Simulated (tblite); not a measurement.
Problem. What does the GFN2-xTB structure of `C[Si@@H](O)S` look like in three dimensions?

Solution. 
```
atom  x, y, z in Å
C1    -0.966   -0.961   -0.192
Si2    0.229    0.500   -0.258
O3    -0.547    1.781    0.354
S4     1.966    0.161    0.992
H5    -1.907   -0.693   -0.660
H6    -0.568   -1.824   -0.718
H7    -1.176   -1.261    0.831
H8     0.736    0.786   -1.597
H9    -0.089    2.498    0.785
H10    2.329   -0.983    0.439
```

Any rigid rotation of these coordinates is as good. Atoms count from 1 in this order. Si2 (oxygen-bound silicon) is distorted tetrahedral (angles from 106.4° to 113.7°).

Bonds between heavy atoms (Å): C1–Si2 1.889, Si2–O3 1.618, Si2–S4 2.166.

The geometry is computed with GFN2-xTB (gas phase).

Point group: C1 (no symmetry element, even within 0.4 Å). Its GFN2-xTB frequencies are all real (lowest 98 cm⁻¹). One conformer, not necessarily the lowest (C1–Si2–O3–H 152°, C1–Si2–S4–H 56°). 2 starts were optimised and ended at 0.00 and 0.65 kcal/mol (GFN2-xTB); the lowest of these is shown.
